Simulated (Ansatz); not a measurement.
Cost and result up the ladder for KH₂⁻ (the lowest singlet isomer of a short search) (3 atoms). Charge -1, multiplicity 1. Geometry: B3LYP-D4/def2-TZVPD.

| atom | x (Å) | y (Å) | z (Å) |
| --- | --- | --- | --- |
| K1 | -0.001 | 0.005 | 0.002 |
| H2 | 2.450 | 0.371 | 0.450 |
| H3 | -2.448 | -0.376 | -0.452 |

Ansatz on 4 threads of Arm Neoverse V2 on a shared host. Times are rough, summed over both states, and most runs start from the orbitals of an earlier one. CCSD(T)/def2-TZVPPD serves as the yardstick here, not as an exact answer. Differences are given only for rows in sets of like size (and for xTB, whose basis is part of the method), since another set adds its own error. The other state is a quintet at its own geometry, which has other bonds, so the gap mixes isomer and spin.

Correlated methods freeze 5 core orbitals; core or outer-core shells of K are correlated, in sets that lack core-valence functions. HOMO above LUMO, or a gap near zero within one spin, warns that the state may not be the lowest or that an electron is smeared out. The order of the spin states hangs on the level: the triplet lies 2.02 eV below the singlet at revPBE-D4/def2-TZVPD, but 1.89 eV above it at HF/STO-3G. In the quintet geometry the species has come apart into loosely held pieces. The structure comes from a short search, and lower isomers may exist.

Run but left out: GFN1-xTB (tight binding far off the other levels).

Correlated methods converge slowly with the basis.

| level | functions | wall time | quintet − singlet (eV) | difference from CCSD(T)/def2-TZVPPD (eV) | remarks |
| --- | --- | --- | --- | --- | --- |
| HF/STO-3G | 15 | 0.15 s | 6.34 | – | HOMO above zero (quintet), HOMO above zero (singlet) |
| MP2/def2-TZVPD | 54 | 0.35 s | 3.99 | -0.62 | HOMO above zero (quintet) |
| CCSD(T)/def2-TZVPPD | 70 | 1 s | 4.61 | 0.00 | HOMO above zero (quintet) |
| PBE-D4/def2-TZVPD (with forces) | 54 | 1.1 s | 3.73 | -0.87 | HOMO above zero (quintet), HOMO above zero (singlet), gap within one spin near zero (quintet) |
| revPBE-D4/def2-TZVPD | 54 | 1.1 s | 2.90 | -1.71 | HOMO above zero (quintet), HOMO above zero (singlet) |
| BHLYP-D4/def2-TZVPD | 54 | 1.3 s | 3.75 | -0.86 | HOMO above zero (quintet) |
| B2PLYP/def2-TZVPD | 54 | 1.4 s | 4.64 | 0.03 | – |
| CAM-B3LYP-D4/def2-TZVPD | 54 | 1.9 s | 4.34 | -0.27 | HOMO above zero (quintet) |
| RPA@PBE/def2-TZVPD | 54 | 2.1 s | 4.54 | -0.07 | – |
| r2SCAN-D4/def2-TZVPD | 54 | 2.8 s | 4.37 | -0.24 | HOMO above zero (quintet), HOMO above zero (singlet), gap within one spin near zero (quintet) |
